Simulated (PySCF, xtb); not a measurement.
C₃H₅BO₂, SMILES CC#CB(O)O.

Coordinates come from a PBE-D3(BJ)/def2-SVP optimisation. One conformer was computed; it need not be the lowest.

The numbers are results of C-PCM-B3LYP/def2-SVP (PySCF), not measurements.

The values are the electrostatic part of the solvation free energy, E(continuum) − E(gas) at the gas-phase geometry, in a cavity of scaled van der Waals radii (PySCF's table); cavitation and dispersion terms are not included. In vacuum the orbital gap is 6.95 eV. The dipole moment in vacuum is 1.99 D.

Task: Estimate the values in water (ε = 78.36), chlorobenzene (ε = 5.70), dichloromethane (ε = 8.93). (Estimate from the structure and the level; the computed values follow.)

Result: 
| solvent | ε | ΔG(elec) (kcal/mol) | dipole (D) | gap (eV) |
|---|---|---|---|---|
| water | 78.36 | -7.9 | 2.54 | 6.98 |
| chlorobenzene | 5.70 | -6.5 | 2.43 | 6.97 |
| dichloromethane | 8.93 | -7.0 | 2.48 | 6.97 |

For comparison, GFN2-xTB/ALPB(water) (xtb, at the GFN2-xTB geometry, all terms of that model) gives -8.6 kcal/mol.
